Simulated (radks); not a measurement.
The numbers below are computed, except where a source is named.
Species: B4+. Configuration: 1s1 (the NIST ground configuration).

Level of theory: Dirac Kohn-Sham, OLYP, spin-unpolarised, spherical densities, point nucleus (a radial shooting solver on a logarithmic mesh with Libxc functionals).

Energy parts (Ry):
total: -24.51626
kinetic: 24.50268
electron-nucleus: -49.50464
Hartree: 3.08126
exchange-correlation: -2.59557

Orbitals (lengths in bohr, moments of r in powers of bohr; r(max) is where P^2 peaks):
| orbital | occ. | eigenvalue (Ry) | r(max) | <1/r> | <r> | <r^4> | small-component weight |
|---|---|---|---|---|---|---|---|
| 1s1/2 | 1 | -22.09630 | 0.2006 | 4.950 | 0.3052 | 0.04022 | 3.26e-04 |

The highest occupied level is 1s1/2 at -300.64 eV. For comparison, the ionisation energy in NIST's Atomic Spectra Database is 340.23 eV (theoretical). In exact Kohn-Sham theory the highest level is minus the ionisation energy, but local and semilocal functionals leave it too shallow, through self-interaction and a potential that decays too fast; potentials with the right tail come closer. The density falls to 0.001 e/bohr^3 at r = 1.09 bohr. Summed over all electrons, <r^2> = 0.1251 bohr^2, which gives a Langevin (diamagnetic) susceptibility term of -0.0991 x 10^-6 cm^3/mol.

Beside tabulated values, note that spin-unpolarised runs miss the spin-polarisation part of the exchange energy of open shells.
